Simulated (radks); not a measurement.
Values are calculated unless marked as measured or tabulated.
The oxygen anion O2-, [Ne], held by a Watson sphere: a shell of charge +2.68 at radius R that stands for the Madelung well of a crystal (potential energy -2.68/R inside, -2.68/r outside, in hartree with lengths in bohr). Level of theory: non-relativistic Kohn-Sham, LB94 model potential, spin-polarised, spherical densities, point nucleus (a radial shooting solver on a logarithmic mesh with Libxc functionals). Response by self-consistent Sternheimer equations with the Hartree and adiabatic LDA kernel. The sphere does not respond.

R (bohr)  e(1s) (eV)  e(2s) (eV)  e(2p) (eV)  <r> 2p (bohr)  sum of <r^2> (bohr^2)  X-ray form factor at sin(theta)/lambda = 0.2 1/angstrom  alpha (bohr^3)
1.59         -540.88     -38.584     -24.059          1.311                  16.79                                                    6.527           6.226
1.91         -539.75     -35.362     -21.312          1.390                  18.86                                                    6.298           8.616
2            -539.39     -34.561     -20.611          1.410                  19.41                                                    6.246           9.399
2.03         -539.27     -34.304     -20.383          1.417                  19.59                                                    6.230           9.672
3.03         -535.20     -27.909     -14.425          1.591                  25.01                                                    5.916           22.74
3.26         -534.38     -26.880     -13.414          1.623                  26.13                                                    5.886           27.03
